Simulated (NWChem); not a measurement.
Si2H4, singlet; SMILES [SiH3][SiH]

```xyz
6

Si     0.0888     1.0184    -0.1142
Si    -0.1259    -1.3370    -0.4875
H     -1.2471     1.6725    -0.3221
H      1.0827     1.7037    -0.9983
H      0.4976     1.2512     1.3122
H     -1.1804    -1.3561     0.6272
```
Atoms are numbered in this order, from 1.

Results from NWChem. Geometry optimised at PBE0/def2-SVP; all other runs use it. Pople sets run with spherical d functions. Low-valent species are run as closed-shell singlets; no triplet was tried in these runs.

```tsv
quantity	level	value
−ε(HOMO) (eV)	PBE/6-31+G*	(withheld)
highest occupied level (eV)	TPSS/def2-TZVP	(withheld)
anisotropy (bohr³), static	PBE0/aug-cc-pVDZ	(withheld)
vertical, lowest state with f > 0.02, singlet (eV)	CAM-B3LYP/def2-SVPD, TDA	5.98
dipole (D)	PBE0/def2-SVP	0.26
highest harmonic frequency (cm⁻¹)	PBE0/def2-SVP	2224
```

Task: Fill in the missing entries.

Result: 
- −ε(HOMO) (eV), value: 5.70
- highest occupied level (eV), value: -5.78
- anisotropy (bohr³), static, value: 31.8
